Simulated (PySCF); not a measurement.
```xyz
5
charge 0 multiplicity 1, angstrom
As   -0.1207    0.0000    0.0726
O    -1.4816    0.0000    0.8910
F     0.1915    1.2874   -0.9825
F     0.1915   -1.2874   -0.9825
F     1.3406    0.0000    0.9284
```

Method: PySCF, PBE0, basis As def2-SVP, O def2-SVP, F def2-SVP (no relativity, density fitting).

This geometry of AsOF3 is a stationary point at this level.

(1) What is the point group?

(2) Is it a minimum?

(3) Which band is strongest in the infrared?

(4) What is the atomisation energy, with and without zero-point energy?

Answers

(1) C3v.

(2) Yes: all harmonic wavenumbers are real.

(3) 781 cm⁻¹ (e), 208 km/mol.

(4) 1576 kJ/mol without, 1547 kJ/mol with.

Other isomers or separated fragments may lie lower.
